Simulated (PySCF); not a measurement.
Atom-mapped SMILES (the numbers label the heavy atoms): `[N:1]#[C:2][c:3]1[cH:4][cH:5][cH:6][c:7]([Cl:8])[cH:9]1`; H(Xn) means a hydrogen on atom n.

GIAO PBE0/pcSseg-1 shifts (PySCF, gas phase, non-relativistic, equivalent atoms averaged), each against references optimised in the same way as the molecule (NH3, TMS, HCl).

On the GFN2-xTB geometry: N1 319.0, C7 147.4, C9 140.2, C6 138.9, C4 137.5, C5 135.7, C2 123.5, C3 119.2, Cl8 251, H(C9) 7.92, H(C4) 7.79, H(C6) 7.79, H(C5) 7.70 ppm.

What changes on the PBE0-D3(BJ)/def2-SVP geometry?

Results:


```csv
atoms,δ (ppm),change
N1,322.8,+3.8
C7,146.5,-0.9
C9,139.6,-0.6
C6,138.6,-0.3
C4,136.8,-0.7
C5,135.1,-0.6
C2,123.3,-0.2
C3,119.4,+0.2
Cl8,247,-4
H(C9),7.70,-0.22
H(C4),7.57,-0.22
H(C6),7.60,-0.19
H(C5),7.49,-0.21
```

Bonds between heavy atoms that differ most (equivalent bonds averaged): C2–C3 1.416 → 1.433 Å, N1–C2 1.146 → 1.159 Å, C4–C5 1.382 → 1.391 Å, C7–C9 1.384 → 1.391 Å, C5–C6 1.385 → 1.393 Å. Mean change of bonds to hydrogen: C–H +0.012 Å.
